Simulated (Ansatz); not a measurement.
A nudged elastic band was laid between two geometries of C2H6FNSi (11 atoms, charge 0, multiplicity 1).

All numbers below come from Ansatz 0.2.0, RKS PBE-D4/6-31G*.

- movable images: 7
- climbing image: yes
- spring: 5.0 eV/Å²
- optimiser: quadratic models (default)
- start path: IDPP
- force threshold: 0.03 eV/Å
- iteration limit: 60
- end points: relaxed

Image 0:

```xyz
11
Properties=species:S:1:pos:R:3
N 0.718 0.932 1.565
C -0.455 1.019 1.033
Si -0.778 -0.059 -0.502
C 0.804 -1.060 -0.875
F 0.571 -1.853 -2.014
H 0.795 1.557 2.391
H -1.256 1.684 1.431
H -1.937 -0.980 -0.249
H -1.138 0.810 -1.672
H 1.666 -0.393 -1.064
H 1.075 -1.713 -0.024
```

Image 8:

```xyz
11
Properties=species:S:1:pos:R:3
N 0.764 1.191 1.369
C -0.349 1.251 0.722
Si -0.866 -0.312 -0.238
C 0.717 -1.237 -0.774
F 1.311 -0.520 -1.827
H 0.947 2.083 1.869
H -1.003 2.152 0.718
H -1.708 -1.177 0.662
H -1.683 0.066 -1.439
H 1.427 -1.284 0.073
H 0.509 -2.270 -1.114
```

Question: Which bonds break or form, and what moves?

Answer: No bond is made or broken. The dihedral H8–Si3–C4–F5 goes from 60 to 167°.

Question: What energy profile does the band end with?

Answer: The run converged. The highest image is number 4 of 0 to 8, 0.057 eV above the first end and 0.036 eV above the last; the last end lies 0.021 eV above the first. A vibrational analysis at the climbing image gives one clearly imaginary mode, 74i cm⁻¹: a first-order saddle point.

```json
{"image": "0", "path coordinate (Å)": "0.00", "energy (eV)": "0.000", "dihedral H8–Si3–C4–F5 (°)": "60"}
{"image": "1", "path coordinate (Å)": "0.44", "energy (eV)": "0.008", "dihedral H8–Si3–C4–F5 (°)": "73"}
{"image": "2", "path coordinate (Å)": "0.87", "energy (eV)": "0.028", "dihedral H8–Si3–C4–F5 (°)": "88"}
{"image": "3", "path coordinate (Å)": "1.31", "energy (eV)": "0.048", "dihedral H8–Si3–C4–F5 (°)": "103"}
{"image": "4", "path coordinate (Å)": "1.74", "energy (eV)": "0.057", "dihedral H8–Si3–C4–F5 (°)": "118"}
{"image": "5", "path coordinate (Å)": "2.13", "energy (eV)": "0.052", "dihedral H8–Si3–C4–F5 (°)": "131"}
{"image": "6", "path coordinate (Å)": "2.52", "energy (eV)": "0.040", "dihedral H8–Si3–C4–F5 (°)": "144"}
{"image": "7", "path coordinate (Å)": "2.92", "energy (eV)": "0.026", "dihedral H8–Si3–C4–F5 (°)": "156"}
{"image": "8", "path coordinate (Å)": "3.31", "energy (eV)": "0.021", "dihedral H8–Si3–C4–F5 (°)": "167"}
```

Question: What is the geometry of the highest image?

Answer: 
```xyz
11
Properties=species:S:1:pos:R:3
N 0.815 1.188 1.322
C -0.379 1.187 0.835
Si -0.850 -0.235 -0.345
C 0.750 -1.207 -0.771
F 0.949 -1.245 -2.159
H 0.952 1.995 1.960
H -1.135 1.964 1.089
H -1.874 -1.089 0.352
H -1.483 0.323 -1.586
H 1.603 -0.693 -0.289
H 0.717 -2.245 -0.387
```

Time of the run: 2.3 min on 1 thread of Intel(R) Xeon(R) Processor @ 2.70GHz (shared host), peak memory 0.14 GiB.
